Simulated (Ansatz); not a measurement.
Consider the cleavage of the B–Zn bond: `[BH2][Zn][F]` + `OB[SiH3]` → `BOB[SiH3]` + `[F][ZnH]`.

Gas-phase electronic energies from Ansatz, PBE0-D4/def2-TZVP geometries. CCSD(T)/CBS adds triple-zeta CCSD(T) − MP2 to the extrapolated MP2 energy (def2 sets, frozen cores). DFT in def2-TZVPP. B3LYP here is the variant with VWN-RPA as its local correlation; programs differ in this. For Zn outer-core shells are correlated without core-valence functions, which leaves a few kJ/mol of doubt a bond. Scalar relativity is left out up to krypton. One conformer a species, not always the lowest.

`[BH2][Zn][F]`:

```xyz
5

B     0.500   -0.730   -0.234
Zn   -0.611    0.892    0.286
F    -1.572    2.296    0.736
H     0.432   -1.210   -1.327
H     1.251   -1.247    0.539
```

`OB[SiH3]`:

```xyz
8

O     1.168    0.707   -1.224
B     0.146    0.776   -0.343
Si   -0.439   -0.900    0.635
H     1.376    1.549   -1.640
H    -0.398    1.835   -0.156
H    -1.878   -1.170    0.349
H    -0.322   -0.687    2.107
H     0.348   -2.110    0.272
```

`BOB[SiH3]`:

```xyz
10

B    -2.075   -1.074   -0.007
O    -0.736   -0.831    0.131
B    -0.131    0.369   -0.129
Si    1.870    0.585    0.118
H    -2.801   -0.194   -0.376
H    -2.462   -2.174    0.255
H    -0.821    1.281   -0.506
H     2.478    1.012   -1.175
H     2.554   -0.650    0.584
H     2.124    1.675    1.104
```

`[F][ZnH]`:

Z-matrix (Å, degrees):
```
Zn
F 1 1.750
H 1 1.507 2 180.0
```

```
       species  B3LYP-D4 energy (Eh)
`[BH2][Zn][F]`           -1905.39720
    `OB[SiH3]`            -392.68585
   `BOB[SiH3]`            -418.16757
    `[F][ZnH]`           -1879.96214
```

(1) Work out ΔE.

Largest T1 diagnostic among the species: 0.018.

Answers

(1) ΔE = (-418.16757) + (-1879.96214) − (-1905.39720) − (-392.68585) = -0.04666 Eh = -122.5 kJ/mol. CCSD(T)/CBS gives -119.9 kJ/mol.

Leaving LDA and LC-ωPBE aside and taking each functional with its dispersion term where it has one, the values, not all of them listed here, spread over 22.6 kJ/mol, from BHLYP-D4 to PBE-D4. LDA lies −10.5 kJ/mol from PBE without D4. In def2-TZVPP, CCSD(T) changes the Hartree–Fock value by +18.6 kJ/mol (the triples alone add +1.3 kJ/mol) and MP2 by +16.4 kJ/mol. From BLYP to BHLYP (50 % exact exchange), in def2-TZVPP and without D4, ΔE moves by −16.0 kJ/mol.
